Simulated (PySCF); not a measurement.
# Two-component Hartree-Fock for Zn³⁺ (zinc, charge +3)

Start: [Ar] 3d8 4p1; 3d3/2 filled at m_j = -1/2, +1/2, +3/2; 3d5/2 filled at m_j = -3/2, -1/2, +1/2, +3/2, +5/2; 4p3/2 filled at m_j = +3/2. Calculated with PySCF 2.14 in x2c-TZVPall-2c (6s7p4d1f, 54 functions): generalised Hartree-Fock with the X2C-1e Hamiltonian and a Gaussian nucleus; one run each with spin-orbit coupling (SO) switched off, then screened by Boettger's factors. This is a chosen level, not necessarily the ground level.

| spinor shell | electrons | ε, spin-free (eV) | ε, screened SO (eV) | weight of nominal j (screened SO) | rms radius, screened SO (bohr) |
| --- | --- | --- | --- | --- | --- |
| 1s1/2 | 2 | -9784.3 | -9784.1 | 1.000 | 0.0580 |
| 2s1/2 | 2 | -1289.4 | -1289.3 | 1.000 | 0.244 |
| 2p1/2 | 2 | -1120.6 | -1137.5 | 0.999 | 0.217 |
| 2p3/2 | 4 | -1120.6 | -1112.4 | 0.999 | 0.220 |
| 3s1/2 | 2 | -210.62 | -210.63 | 1.000 | 0.721 |
| 3p1/2 | 2 | -157.57 | -162.41 | 0.834 | 0.749 |
| 3p3/2 | 4 | -157.57 | -155.21 | 0.917 | 0.758 |
| 3d5/2 | 5 | -74.273 | -74.769 | 0.615 | 0.861 |
| 3d3/2 | 3 | -74.273 | -73.562 | 0.636 | 0.862 |
| 4p3/2 | 1 | -33.569 | -33.475 | 1.000 | 2.45 |

```
   quantity    spin-free  screened SO
E (hartree)  -1791.09111  -1791.14758
        M_J         11/2         11/2
       ⟨J²⟩       35.753       35.753
       ⟨L²⟩       20.003       20.019
       ⟨S²⟩        3.751        3.748
```

Each row is a mean over spinors that exchange with the open shell spreads, by up to 13.352 eV (3p3/2).

Rows whose weight is well below 1 are mixtures of j = l ± 1/2: exchange outweighs spin-orbit coupling there, and the label is only the starting occupation.

Without spin-orbit coupling the j labels of p, d and f shells carry no meaning; the spin-free column gives the mean over the occupied spinors of each nl shell.
